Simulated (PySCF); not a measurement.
# Pt⁶³⁺ (platinum, charge +63) across methods

[Ne] 3s2 3p3, high-spin 4S determinant. All numbers are calculated (PySCF 2.14, no relativity, point nucleus, in an uncontracted even-tempered set (16 s from 18 bohr⁻², ratio 2.5; 10 p from 24 bohr⁻², ratio 2.5; 4 d from 92 bohr⁻², ratio 2.7; 4 f from 140 bohr⁻², ratio 2.7)).

| method | E (hartree) | mean ε 3s α (eV) | mean ε 3s β (eV) | mean ε 3p α (eV) | Σ⟨r²⟩ (bohr²) | ⟨S²⟩ |
| --- | --- | --- | --- | --- | --- | --- |
| B3LYP | -12805.14 | -6915.7 | -6870.9 | -6761.2 | 0.2450 | 3.750 |
| UHF | -12804.79900 | -6988.0 | -6904.8 | -6810.5 | 0.2452 | 3.750 |
| PBE0 | -12804.94 | -6920.5 | -6872.6 | -6764.2 | 0.2450 | 3.750 |
| PBE | -12804.77 | -6897.5 | -6861.1 | -6748.2 | 0.2450 | 3.750 |
| LDA | -12796.11 | -6892.8 | -6859.6 | -6745.8 | 0.2451 | 3.750 |
| r2SCAN | -12805.32 | -6909.7 | -6861.4 | -6754.0 | 0.2452 | 3.750 |

Question: Estimate the same row for TPSSh.

Answer: E (hartree) = -12805.59; mean ε 3s α (eV) = -6910.8; mean ε 3s β (eV) = -6866.0; mean ε 3p α (eV) = -6755.6; Σ⟨r²⟩ (bohr²) = 0.2451; ⟨S²⟩ = 3.750.

A non-relativistic calculation at this Z misses sizeable relativistic shifts. Spin-orbit coupling, which splits the p, d and f shells strongly at this Z, is absent. Spin-orbit coupling is strong in this species (close to jj coupling), so the high-spin LS determinant is a model state, not a physical level.
